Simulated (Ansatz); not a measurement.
Consider the adduct formation: `CB(C)F` + H₂O → `C[B-](C)([OH2+])F`.

Computed with Ansatz on PBE0-D4/def2-TZVP structures; ΔE is electronic, products minus reactants. CCSD(T)/CBS adds triple-zeta CCSD(T) − MP2 to the extrapolated MP2 energy (def2 sets, frozen cores). This one scheme is used for every species. DFT in def2-TZVPP. B3LYP here is the variant with VWN-RPA as its local correlation; programs differ in this. One conformer a species, not always the lowest.

| level | ΔE (eV) |
| --- | --- |
| BLYP-D4 | -0.12 |
| B97M-V | -0.18 |
| B3LYP-D4 | -0.14 |
| B2PLYP | -0.11 |

(1) What does CCSD(T)/CBS give? (Estimate.)

Largest T1 diagnostic among the species: 0.011.

Results:

(1) Computed: -0.16 eV. The listed levels differ from it by 0.04, -0.02, 0.02, 0.05 eV.

In def2-TZVPP, CCSD(T) changes the Hartree–Fock value by −0.34 eV (the triples alone add −0.05 eV) and MP2 by −0.35 eV. Leaving LDA and LC-ωPBE aside and taking each functional with its dispersion term where it has one, the values, not all of them listed here, spread over 0.13 eV, from r2SCAN-D4 to B2PLYP. LDA lies −0.36 eV from PBE without D4.
